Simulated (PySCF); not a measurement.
trifluoromethane (CHF3), singlet, geometry from GFN2-xTB; M062X/cc-pVDZ run with PySCF.

The PySCF input:
```python
from pyscf import gto, scf, dft

mol = gto.Mole()
mol.atom = '''
    C     0.001846    0.001479    0.337026
    H     0.007891    0.006322    1.440843
    F     0.027274    1.242683   -0.133867
    F     1.061987   -0.646440   -0.131245
    F    -1.091368   -0.597932   -0.119665
'''
mol.basis = 'cc-pvdz'
mol.charge = 0
mol.spin = 0
mol.verbose = 4
mol.build()

mf = dft.RKS(mol)
mf.xc = 'm062x'
mf.grids.level = 5
mf.kernel()
mf.analyze()
```

What does PySCF print? Leave out banner, timings and long lists.


```
PySCF version 2.14.0

[INPUT] verbose = 4
[INPUT] num. atoms = 5
[INPUT] num. electrons = 34
[INPUT] charge = 0
[INPUT] spin (= nelec alpha-beta = 2S) = 0
[INPUT] symmetry False subgroup None
[INPUT] Mole.unit = angstrom
[INPUT] Symbol           X                Y                Z      unit          X                Y                Z       unit  Magmom
[INPUT]  1 C      0.001846000000   0.001479000000   0.337026000000 AA    0.003488434426   0.002794904938   0.636886836858 Bohr   0.0
[INPUT]  2 H      0.007891000000   0.006322000000   1.440843000000 AA    0.014911828849   0.011946848560   2.722798658497 Bohr   0.0
[INPUT]  3 F      0.027274000000   1.242683000000  -0.133867000000 AA    0.051540390321   2.348330529653  -0.252971967117 Bohr   0.0
[INPUT]  4 F      1.061987000000  -0.646440000000  -0.131245000000 AA    2.006864577848  -1.221594555964  -0.248017105219 Bohr   0.0
[INPUT]  5 F     -1.091368000000  -0.597932000000  -0.119665000000 AA   -2.062386621114  -1.129927721113  -0.226134076696 Bohr   0.0

nuclear repulsion = 134.277046162334
number of shells = 23
number of NR pGTOs = 111
number of NR cGTOs = 61
basis = cc-pvdz
ecp = {}

******** <class 'pyscf.dft.rks.RKS'> ********
method = RKS
initial guess = minao
damping factor = 0
level_shift factor = 0
DIIS = <class 'pyscf.scf.diis.CDIIS'>
diis_start_cycle = 1
diis_space = 8
diis_damp = 0
SCF conv_tol = 1e-09
SCF conv_tol_grad = None
SCF max_cycles = 50
direct_scf = True
direct_scf_tol = 1e-13
XC library pyscf.dft.libxc version 7.1.2
    S. Lehtola, C. Steigemann, M. J. T. Oliveira, and M. A. L. Marques,  SoftwareX 7, 1–5 (2018)
XC functionals = m062x
    Y. Zhao and D. G. Truhlar,  Theor. Chem. Acc. 120, 215 (2008)
    Y. Zhao and D. G. Truhlar,  Theor. Chem. Acc. 120, 215 (2008)
radial grids:
    Treutler-Ahlrichs [JCP 102, 346 (1995); DOI:10.1063/1.469408] (M4) radial grids

becke partition: Becke, JCP 88, 2547 (1988); DOI:10.1063/1.454033
pruning grids: <function nwchem_prune>
grids dens level: 5
symmetrized grids: False
atomic radii adjust function: <function treutler_atomic_radii_adjust>
small_rho_cutoff = 0
Set gradient conv threshold to 3.16228e-05
Initial guess from minao.
tot grids = 198152
init E= -338.685700966582
  HOMO = -0.419002777944569  LUMO = 0.12232878407351  gap/eV = 14.73038
cycle= 1 E= -338.01145161944  delta_E= 0.674  |g|= 0.859  |ddm|= 1.95
  HOMO = -0.449782284556552  LUMO = 0.0621161373496006  gap/eV = 13.92947
cycle= 2 E= -337.995600316797  delta_E= 0.0159  |g|= 0.968  |ddm|= 0.992
  HOMO = -0.474829083722915  LUMO = 0.112515788410652  gap/eV = 15.98247
cycle= 3 E= -338.145079617033  delta_E= -0.149  |g|= 0.0321  |ddm|= 0.503
  HOMO = -0.466567576286606  LUMO = 0.117161609901652  gap/eV = 15.88408
cycle= 4 E= -338.145270115949  delta_E= -0.00019  |g|= 0.0114  |ddm|= 0.0272
  HOMO = -0.468392353002336  LUMO = 0.117126136714957  gap/eV = 15.93277
cycle= 5 E= -338.145297229773  delta_E= -2.71e-05  |g|= 0.0016  |ddm|= 0.0102
  HOMO = -0.468194539734912  LUMO = 0.117154539916148  gap/eV = 15.92816
cycle= 6 E= -338.145298135613  delta_E= -9.06e-07  |g|= 0.000248  |ddm|= 0.00207
  HOMO = -0.468236488645948  LUMO = 0.117136462825306  gap/eV = 15.92881
cycle= 7 E= -338.145298162477  delta_E= -2.69e-08  |g|= 2.19e-05  |ddm|= 0.000414
  HOMO = -0.468229822078755  LUMO = 0.117143770581198  gap/eV = 15.92883
cycle= 8 E= -338.145298162731  delta_E= -2.53e-10  |g|= 3.1e-06  |ddm|= 3.9e-05
  HOMO = -0.468230162005725  LUMO = 0.117143659255097  gap/eV = 15.92883
Extra cycle  E= -338.145298162733  delta_E= -2.39e-12  |g|= 8.76e-07  |ddm|= 3.76e-06
converged SCF energy = -338.145298162733
**** SCF Summaries ****
Total Energy =                        -338.145298162733184
Nuclear Repulsion Energy =             134.277046162333789
One-electron Energy =                 -736.246368053532933
Two-electron Energy =                  263.824023728465932
Two-electron Coulomb Energy =          300.967971926404516
DFT Exchange-Correlation Energy =      -37.143948197938599
HOMO-LUMO gap [eV] =                    15.928833016330703
**** MO energy ****
MO #1   energy= -25.2878958669032  occ= 2
MO #2   energy= -25.2878946845615  occ= 2
MO #3   energy= -25.2878914309894  occ= 2
MO #4   energy= -10.7943606540675  occ= 2
MO #5   energy= -1.46843224632614  occ= 2
MO #6   energy= -1.37340037988126  occ= 2
MO #7   energy= -1.37339859695645  occ= 2
MO #8   energy= -0.821333892788871 occ= 2
MO #9   energy= -0.700811156495447 occ= 2
MO #10  energy= -0.685941414472765 occ= 2
MO #11  energy= -0.685940807738692 occ= 2
MO #12  energy= -0.562884067476984 occ= 2
MO #13  energy= -0.562881993574559 occ= 2
MO #14  energy= -0.523489450235307 occ= 2
MO #15  energy= -0.523488648453832 occ= 2
MO #16  energy= -0.502572283089957 occ= 2
MO #17  energy= -0.468230162005725 occ= 2
MO #18  energy= 0.117143659255097  occ= 0
MO #19  energy= 0.211961999401575  occ= 0
MO #20  energy= 0.211963680680448  occ= 0
MO #21  energy= 0.28541868642486   occ= 0
MO #22  energy= 0.485553022219999  occ= 0
MO #23  energy= 0.485553537961486  occ= 0
MO #24  energy= 0.486394954478142  occ= 0
MO #25  energy= 0.609913259777763  occ= 0
 ** Mulliken pop on meta-lowdin orthogonal AOs  **
 ** Mulliken pop  **
 ** Mulliken atomic charges  **
charge of    0C =      0.68941
charge of    1H =      0.10635
charge of    2F =     -0.26525
charge of    3F =     -0.26525
charge of    4F =     -0.26525
Dipole moment(X, Y, Z, Debye):  0.00856,  0.00685,  1.56196
```
